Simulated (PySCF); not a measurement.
## Worked example: refractive index and permittivity of the vapour

Ge(AsH2)(F)3 (AsF₃GeH₂), SMILES [F][Ge]([F])([F])[AsH2].

Coordinates come from a B3LYP-D3(BJ)/def2-SVP optimisation. The structure was generated by enumeration, and PubChem lists no compound with its InChIKey, so it may never have been made.

r2SCAN/def2-TZVP run with PySCF gives a mean static polarisability of 57.7 bohr³ and a dipole moment of 3.70 D. Take an ideal gas at 298.15 K and 1 bar, whether or not the substance is that volatile.

Task: Work out n − 1 in the optical limit and the static ε − 1.

Result: 
Polarisability volume α' = 57.7 × 0.148185 = 8.55 Å³. Number density N = p/kT = 2.43e-5 Å⁻³.
Dilute limit of Lorentz–Lorenz: n − 1 = 2π N α' = 0.0013.
Orientation term of Debye: μ²/(3kT) = 8.098 Å³ × μ²(D²) = 110.86 Å³.
ε − 1 = 4π N (α' + μ²/3kT) = 0.036. Orientation of the dipole supplies 93 % of the static response; it can't follow optical fields. Vibrational polarisation and dispersion are left out.
